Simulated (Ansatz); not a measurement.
# GaF (SMILES [F][Ga]): the energy, rung by rung

The species is GaF (2 atoms), meant as a singlet with charge 0. As SMILES, `[F][Ga]`. The coordinates come from a PBE0-D4/def2-TZVP relaxation.

```xyz
2

F     0.0000    0.0000    0.0063
Ga    0.0000    0.0000    1.7929
```

Quantity: the energy change with the F1–Ga2 bond stretched from 1.787 to 3.598 Å, in eV. The values are calculated.

| level | kind | program | value (eV) | CPU time (all runs) |
| --- | --- | --- | --- | --- |
| HF/STO-3G (restricted) | Hartree–Fock | Ansatz | 8.89 | 0.85 s |
| SVWN5/STO-3G (restricted) | LDA | Ansatz | 7.14 | 11 s |
| BLYP/STO-3G (restricted) | GGA | Ansatz | 6.70 | 56 s |
| PBE/STO-3G (restricted) | GGA | Ansatz | 6.71 | 27 s |
| BHLYP/STO-3G (restricted) | global hybrid | Ansatz | 7.98 | 14 s |
| CAM-B3LYP/STO-3G (restricted) | range-separated hybrid | Ansatz | 7.96 | 19 s |
| MP2/STO-3G (restricted) | perturbation theory | Ansatz | 5.49 | 3.9 s |

All-electron rows without a relativistic Hamiltonian named are non-relativistic. The first shape isn't each level's own minimum. The values span 5.49 to 8.89 eV. All rows use very small basis sets, so none should be taken for the real molecule's value. In the correlated wave-function rows the outer d shell of Ga is correlated, in sets not made for it. In so small a basis fixed costs decide the times, and correlated methods can beat functionals. CPU times are rough (shared hosts, several kinds of processor and program).
